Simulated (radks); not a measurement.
Values are calculated unless marked as measured or tabulated.
Question: The mean radii <r> (bohr) of the occupied orbitals of an atom or ion are listed with their occupations. Code: a radial shooting solver on a logarithmic mesh with Libxc functionals. Model: scalar-relativistic Kohn-Sham, AM05, spin-unpolarised, spherical densities, point nucleus.

| orbital | occ. | <r> |
|---|---|---|
| 1s | 2 | 0.04705 |
| 2s | 2 | 0.2103 |
| 2p | 6 | 0.1839 |
| 3s | 2 | 0.6251 |
| 3p | 6 | 0.6473 |
| 3d | 10 | 0.7316 |
| 4p | 4 | 2.693 |

Name the element and its charge.

Answer: Z = 32, germanium, charge 0: Ge in [Ar] 3d10 4p4. The 1s radius gives Z: for a bare nucleus <r> = (2 gamma + 1)/(2Z) with gamma = sqrt(1 - (Z/c)^2), 0.04601 bohr for Z = 32, and screening makes it slightly larger (0.04705 here). The occupations add up to 32, and the charge is Z minus that.
